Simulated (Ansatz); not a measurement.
System: 1,1-difluoroethane, C2H4F2, charge 0, multiplicity 1. 
Geometry from a B3LYP-D3(BJ)/def2-TZVP (Ansatz, a first-principles code) optimisation:
```xyz
8

C     -1.3731    -0.0681     0.0292
C      0.0961    -0.0798     0.3399
F      0.7432    -0.9902    -0.4560
F      0.6484     1.1468     0.0727
H     -1.8004    -1.0511     0.2265
H     -1.5204     0.1851    -1.0206
H     -1.8768     0.6705     0.6524
H      0.3352    -0.3259     1.3772
```

Property: vertical ionisation energy (to the doublet state of charge +1; each state is the SCF solution reached for its spin), in eV. Valence correlation only, unless marked. UHF or UKS for open shells. No spin-orbit coupling. No relativistic terms. CBS(X,Y): correlation extrapolated as X^-3; Hartree-Fock from the larger set.

| level | program | vertical ionisation energy (eV) |
|---|---|---|
| HF/aug-cc-pVTZ | Ansatz | 12.73 |
| r2SCAN/def2-TZVPD | Ansatz | 12.03 |

Problem. Predict the CCSD(T)/CBS(aug-cc-pVTZ,aug-cc-pVQZ) result (Ansatz).

Solution. 12.93 eV
